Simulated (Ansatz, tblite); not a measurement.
Removing an electron: Si(eta1-allyl)Me3 (C₆H₁₄Si). Charge 0, multiplicity 1. Geometry: PBE-D4/def2-SVP. Ansatz, gas phase; energy differences of separate SCF runs; the oxidised species was run as a doublet alone.

```xyz
21

Si   -0.671    0.063   -0.290
C     0.324    0.371    1.323
C     1.588   -0.427    1.367
C     2.826    0.028    1.092
H    -0.341    0.117    2.177
H     0.534    1.461    1.380
H     1.470   -1.501    1.604
H     3.009    1.089    0.848
H     3.701   -0.640    1.107
C    -2.316    0.995   -0.173
H    -2.922    0.634    0.683
H    -2.918    0.859   -1.095
H    -2.151    2.084   -0.036
C    -0.992   -1.793   -0.485
H    -1.583   -1.999   -1.401
H    -1.557   -2.199    0.380
H    -0.040   -2.357   -0.565
C     0.347    0.702   -1.750
H     1.351    0.230   -1.760
H     0.490    1.801   -1.687
H    -0.149    0.480   -2.717
```

The xTB rows come from tblite.

```csv
level,−HOMO (eV),vertical IE (eV),−LUMO (eV),HOMO–LUMO gap (eV)
GFN1-xTB,10.92,13.59,6.27,4.65
GFN2-xTB,9.97,12.72,5.34,4.63
PBE-D4/def2-TZVP,5.70,8.53,0.71,4.99
```

Q: Estimate the rows for BLYP-D4/def2-TZVP, PBE0-D4/def2-TZVP.

A: 
```tsv
level	−HOMO (eV)	vertical IE (eV)	−LUMO (eV)	HOMO–LUMO gap (eV)
BLYP-D4/def2-TZVP	5.55	8.46	0.58	4.97
PBE0-D4/def2-TZVP	6.78	8.67	-0.28	7.06
```

 Raw xTB energy differences between charge states are shifted by several eV; the methods need an empirical correction for them.
